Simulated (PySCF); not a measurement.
NTi, SMILES [N]#[Ti] (connectivity only; charge and spin as stated), neutral, multiplicity 2.

Geometry: B3LYP-D3(BJ)/def2-TZVPD. The multiplicity is an assumed one; other spin states were not compared.

All values below come from r2SCAN/def2-TZVPD (PySCF).

```
Item                                                               Result
-----------------------------------------------  ------------------------
total energy                                           -904.07736 hartree
point group                                                           C∞v
α spin, highest occupied and lowest empty level        -4.27 and -3.40 eV
β spin, highest occupied and lowest empty level        -5.72 and -2.71 eV
dipole moment                                                      4.12 D
mean static polarisability                          89.0 bohr³ (13.19 Å³)
polarisability, principal values                 65.3, 100.5, 101.2 bohr³
⟨S²⟩                                              0.764 (pure state 0.75)
```
